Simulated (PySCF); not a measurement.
Species: C₆H₉FOSi.
Atom-mapped SMILES: `[CH3:1][C:2]#[C:3][Si@@H:4]1[O:5][CH2:6][CH2:7][C@@H:8]1[F:9]` (hydrogens: H10, H11, H12 on C1; H13 on Si4; H14, H15 on C6; H16, H17 on C7; H18 on C8)

The same species was optimised twice, with GFN2-xTB and with PBE0-D3(BJ)/def2-SVP (PySCF), and the same property calculations (PySCF, gas phase) were run on both structures.

```tsv
coordinate	GFN2-xTB	PBE0-D3(BJ)/def2-SVP	change
Si4–O5 (Å)	1.637	1.680	+0.043
C3–Si4 (Å)	1.838	1.815	-0.023
Si4–C8 (Å)	1.930	1.915	-0.015
C2≡C3 (Å)	1.206	1.219	+0.013
O5–C6 (Å)	1.409	1.416	+0.007
C1–C2 (Å)	1.443	1.449	+0.006
C7–C8 (Å)	1.524	1.521	-0.003
C8–F9 (Å)	1.392	1.390	-0.002
C6–C7 (Å)	1.531	1.530	-0.001
C3–Si4–C8 (°)	110.3	113.2	+2.9
Si4–C8–F9 (°)	111.1	108.9	-2.2
Si4–C8–C7 (°)	101.9	100.0	-1.9
Si4–O5–C6 (°)	114.9	113.0	-1.9
O5–Si4–C8 (°)	93.9	94.6	+0.7
C3–Si4–O5 (°)	114.2	113.6	-0.6
O5–C6–C7 (°)	109.0	108.5	-0.5
C6–C7–C8 (°)	107.1	107.5	+0.4
```

Rotational constants: A = 2519, B = 807.5, C = 704.3 MHz (GFN2-xTB) against A = 2646, B = 783.6, C = 692.5 MHz (PBE0-D3(BJ)/def2-SVP). Point groups within 0.08 Å: C1 and C1.

On the GFN2-xTB structure: HOMO (eV) -7.55 [PBE0/pcSseg-1]; LUMO (eV) -0.11 [PBE0/pcSseg-1]; dipole (D) 0.64 [PBE0/pcSseg-1]; GIAO shielding of C1 (ppm) 181.0 [PBE0/pcSseg-1]; GIAO shielding of C2 (ppm) 72.3 [PBE0/pcSseg-1]; GIAO shielding of C3 (ppm) 104.9 [PBE0/pcSseg-1]; GIAO shielding of Si4 (ppm) 369.5 [PBE0/pcSseg-1]; GIAO shielding of O5 (ppm) 290.5 [PBE0/pcSseg-1]; GIAO shielding of C6 (ppm) 117.0 [PBE0/pcSseg-1]; GIAO shielding of C7 (ppm) 147.1 [PBE0/pcSseg-1]; GIAO shielding of C8 (ppm) 96.0 [PBE0/pcSseg-1].

What do these properties become on the PBE0-D3(BJ)/def2-SVP structure?

```csv
property,level,on GFN2-xTB,on PBE0-D3(BJ)/def2-SVP,change
HOMO (eV),PBE0/pcSseg-1,-7.55,-7.53,+0.02
LUMO (eV),PBE0/pcSseg-1,-0.11,-0.22,-0.11
dipole (D),PBE0/pcSseg-1,0.64,1.00,+0.36
"energy, GFN2-xTB geometry as zero (kcal/mol)",PBE0/pcSseg-1,0.0,-1.8,-1.8
GIAO shielding of C1 (ppm),PBE0/pcSseg-1,181.0,178.5,-2.5
GIAO shielding of C2 (ppm),PBE0/pcSseg-1,72.3,69.6,-2.7
GIAO shielding of C3 (ppm),PBE0/pcSseg-1,104.9,102.8,-2.1
GIAO shielding of Si4 (ppm),PBE0/pcSseg-1,369.5,367.3,-2.2
GIAO shielding of O5 (ppm),PBE0/pcSseg-1,290.5,289.1,-1.4
GIAO shielding of C6 (ppm),PBE0/pcSseg-1,117.0,116.7,-0.3
GIAO shielding of C7 (ppm),PBE0/pcSseg-1,147.1,145.3,-1.8
GIAO shielding of C8 (ppm),PBE0/pcSseg-1,96.0,97.5,+1.5
```

The heavy atoms differ by 0.100 Å rms after alignment. Among bonds between heavy atoms Si4–O5 changes most (+0.043 Å). Changes are differences of the printed values. Neither structure is proved a minimum here.
